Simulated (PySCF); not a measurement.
# Excited states of P⁵⁺ (phosphorus, charge +5)

Ground state [Ne], ¹S. Computed with PySCF 2.14 in an even-tempered Gaussian basis (20 s from 0.0672 bohr⁻², ratio 2.5; 13 p from 0.088 bohr⁻², ratio 2.5; 8 d from 0.0369 bohr⁻², ratio 2.7; 3 f from 7.9 bohr⁻², ratio 2.7), with the spin-free X2C one-electron Hamiltonian (Gaussian nucleus). Vertical excitation energies in eV without spin-orbit coupling; excited terms of each kind are numbered among those the solver found. Frozen: 1s2.

| term | leading excitation | EOM-EE-CCSD |
| --- | --- | --- |
| 1 3P° | 2p → s | 135.13 |
| 1 1P° | 2p → s | 136.34 |
| 1 3S | 2p → p | 145.02 |
| 1 3D | 2p → p | 146.99 |
| 1 1D | 2p → p | 147.82 |
| 1 1P | 2p → p | 148.01 |
| 1 3P | 2p → p | 148.05 |
| 1 1S | 2p → p | 153.75 |
| 2 3P° | 2p → d | 162.07 |
| 1 3F° | 2p → d | 162.76 |
| 1 1F° | 2p → d | 163.24 |
| 1 1D° | 2p → d | 163.67 |
| 2 3S | 2p → p | 181.87 |
| 2 1D | 2p → p | 182.99 |

The solver can miss terms. The 23 highest virtual orbitals were dropped.
